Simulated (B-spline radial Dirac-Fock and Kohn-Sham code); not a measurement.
# Core and valence levels of Tm¹⁵⁺

System: Tm¹⁵⁺ in the configuration [Kr] 4d10 4f8; nuclear rms radius 5.2256 fm (A = 169).

Level of theory: multi-electron Dirac-Fock with separately optimised hole states, Breit and Lamb-shift corrections added in first order; an atomic code on a B-spline grid. No correlation. Energies are counted from the vacuum level.

All terms are in eV, carry their sign (relaxation lowers the binding energy) and add up to the binding energy; ⟨r⟩ is the mean radius of the orbital in the initial state.

```tsv
subshell	−ε (Koopmans)	relaxation	Gaunt	retardation	self-energy	vacuum polarisation	binding energy	⟨r⟩ (bohr)
1s	60087.4	-73.26	-199.49	17.75	-114.98	20.24	59737.7	0.020
2s	10543.3	-39.21	-21.21	1.46	-16.01	2.63	10470.9	0.084
2p1/2	10042.3	-43.44	-36.76	4.02	0.19	0.07	9966.3	0.070
2p3/2	9059.7	-40.88	-25.67	5.27	-1.05	-0.10	8997.3	0.078
3s	2684.9	-17.62	-3.75	0.22	-3.62	0.58	2660.7	0.220
3p1/2	2464.9	-18.48	-6.68	0.66	-0.03	0.02	2440.4	0.210
3p3/2	2253.7	-17.27	-4.44	0.96	-0.26	-0.03	2232.7	0.224
3d3/2	1883.9	-19.59	-2.80	0.24	0.26	-0.03	1862.0	0.197
3d5/2	1838.3	-19.13	-1.87	0.26	0.13	-0.03	1817.7	0.201
4s	814.8	-4.31	-0.86	0.06	-0.89	0.14	808.9	0.493
4p1/2	724.3	-4.21	-1.48	0.16	-0.01	0.00	718.8	0.500
4p3/2	674.5	-3.68	-0.94	0.23	-0.06	-0.01	670.0	0.527
4d3/2	523.8	-3.51	-0.47	0.05	0.05	-0.01	519.9	0.543
4d5/2	514.3	-3.33	-0.27	0.05	0.02	-0.01	510.8	0.553
4f	332.1	-2.97	0.07	-0.01	0.02	0.00	329.2	0.593
```

For the deepest level, K (1s), the Breit terms make up -0.304 % of the binding energy, QED -0.159 % and orbital relaxation -0.123 %.

Spin-orbit splittings: 2p 969.1 eV, 3p 207.7 eV, 3d 44.31 eV, 4p 48.76 eV, 4d 9.11 eV.

Going to the tabulated ground configuration of the next ion removes an electron from N6,7 (4f), computed at 329.2 eV. NIST lists 352 ± 17 eV as the ionisation energy of this species (theoretical), +22.79 eV from the computed value. Where a p, d or f shell is open in either ion the computed value averages over both j values and all terms, while the table refers to the lowest levels; that difference holds spin-orbit splitting (largest in heavy or highly charged ions), term energies where several electrons share open shells, and correlation, and it can reach 10 % or more.
